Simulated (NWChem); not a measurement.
Molecule: Ge2H5Cl; SMILES [GeH3][GeH2][Cl]

```xyz
8

Cl     0.9705    -2.0091     0.1962
Ge    -0.7141    -0.6181    -0.0157
Ge     0.2465     1.6201    -0.0039
H     -1.4240    -0.9803    -1.3470
H     -1.6664    -0.8893     1.1789
H      0.9956     1.8434     1.3316
H      1.2396     1.7521    -1.1832
H     -0.8708     2.6861    -0.1509
```
Atoms are numbered in this order, from 1.

Level: PBE-D3(BJ)/def2-SVP (NWChem), optimised geometry, unscaled harmonic frequencies. 

| frequency (cm⁻¹) | IR intensity (km/mol) |
|---|---|
| 80 | 0.1 |
| 83 | 2.0 |
| 255 | 0.7 |
| 326 | 12.8 |
| 402 | 52.8 |
| 444 | 5.9 |
| 501 | 0.0 |
| 631 | 2.4 |
| 699 | 289.5 |
| 765 | 81.1 |
| 837 | 26.5 |
| 848 | 26.9 |
| 852 | 50.3 |
| 2067 | 97.6 |
| 2078 | 65.4 |
| 2084 | 68.1 |
| 2100 | 84.8 |
| 2109 | 119.6 |

```json
{
  "zero_point_energy": "24.5 kcal/mol",
  "thermal correction to the enthalpy at 298.15 K (with zero-point energy)": "29.2 kcal/mol",
  "heat capacity Cv": "21.6 cal/(mol K)",
  "entropy at 298.15 K and 1 atm (symmetry number 1)": "84.2 cal/(mol K)",
  "dipole_moment": "1.92 D"
}
```

Rigid rotor and harmonic oscillator; modes under 100 cm⁻¹ make the entropy uncertain.
